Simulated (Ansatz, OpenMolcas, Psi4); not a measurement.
How methods differ on GaF (SMILES [F][Ga])

The species is GaF (2 atoms), meant as a singlet with charge 0. SMILES: `[F][Ga]`. The shape is that of a PBE0-D4/def2-TZVP optimisation.

```xyz
2

F     0.0000    0.0000    0.0063
Ga    0.0000    0.0000    1.7929
```

Each level gives the vertical ionisation energy (to the doublet cation) (eV). The values are calculated.

| level | kind | program | value (eV) | CPU time (all runs) |
| --- | --- | --- | --- | --- |
| PBE/def2-TZVPPD | GGA | OpenMolcas | 10.45 | 39 s |
| M06-L/def2-TZVPPD | meta-GGA | OpenMolcas | 10.42 | 58 s |
| TPSS/def2-TZVPPD | meta-GGA | Psi4 | 10.32 | 84 s |
| BHLYP/def2-TZVPPD | global hybrid | OpenMolcas | 10.47 | 38 s |
| M06-2X/def2-TZVPPD | hybrid meta-GGA | OpenMolcas | 10.39 | 53 s |
| B2PLYP/def2-TZVPPD (density fitting for correlation) | double hybrid | Psi4 | 10.48 | 27 s |
| OMP2/def2-TZVPPD (density fitting for correlation) | perturbation theory | Psi4 | 10.22 | 4.8 min |
| CCSD/def2-TZVPPD | coupled cluster or CI | Ansatz | 10.40 | 22 s |

All-electron rows without a relativistic Hamiltonian named are non-relativistic. The values span 10.22 to 10.48 eV. In the correlated wave-function rows the outer d shell of Ga is correlated, in sets not made for it. CPU times are rough (shared hosts, several kinds of processor): they show what a rung costs within a factor of a few.
